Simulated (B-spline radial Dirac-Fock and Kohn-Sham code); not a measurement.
## How the settings move the core levels of Si²⁺

ΔSCF core binding energies without Breit or QED terms, calculated with a radial finite-basis atomic code. Keys: rel is the Hamiltonian (dirac, or spin-free x2c and nr, where L3 and M5 stand for the whole 2p and 3d shells), method is hf or an exchange,correlation pair (spin-unpolarised, also for the hole states), nuc the nuclear model, radius_factor scales its radius, rmax is the box in bohr, h the logarithmic mesh step, order the B-spline order, points the quadrature points per cell, c_factor scales the speed of light, and damp, ndamp, maxit and tol steer the iteration. The run stops when the commutator error falls below 10·tol·max(1, Z/10), or the numerical noise floor, and the energy has settled to about 1e-8 Ha; the virial ratio is −V/T.

Base input:

```json
{"items": [{"Z": 14, "q": 2, "cfg": [[1, 0, 2], [2, 0, 2], [2, 1, 6], [3, 0, 2]], "A": 28, "rrms": 3.1224, "do": "settings", "holes": ["K", "L3", "M5"],
  "settings": [{"rel": "dirac", "method": "hf", "nuc": "fermi", "radius_factor": 1.0, "rmax": 45.0, "h": 0.3, "order": 8, "points": 10, "c_factor": 1.0, "maxit": 60, "damp": 0.5, "ndamp": 3, "tol": 1e-08}]}]}
```

The ground state converged in 9 iterations, with total energy -288.62343 Ha, virial ratio 1.99565 and highest orbital energy -32.23 eV. ΔSCF binding energies: K (1s) 1875.5 eV, L3 (2p3/2) 132.0 eV. Holes are computed only in closed shells, and unreliable hole states are left out.

Changes from the base run:

```tsv
changed setting	Δ total energy (Ha)	Δ K (eV)	Δ L3 (eV)	iterations
nuc = "gauss"; radius_factor = 0.8; tol = 1e-06	-0.00007	0.00	0.00	8
tol = 1e-06	0.00000	0.00	0.00	8
method = "pbesol"	+0.19474	+7.83	+2.04	9
rmax = 25.0	0.00000	0.00	0.00	9
damp = 0.2	0.00000	0.00	0.00	8
order = 6	0.00000	0.00	0.00	9
rel = "x2c"; method = "pbesol"; rmax = 25.0	?	?	?	?
```

Q: What does the change rel = "x2c"; method = "pbesol"; rmax = 25.0 do?

A: The total energy moves by +0.21906 Ha and the binding energies by K +7.39 eV, L3 +2.26 eV; the run takes 10 iterations.
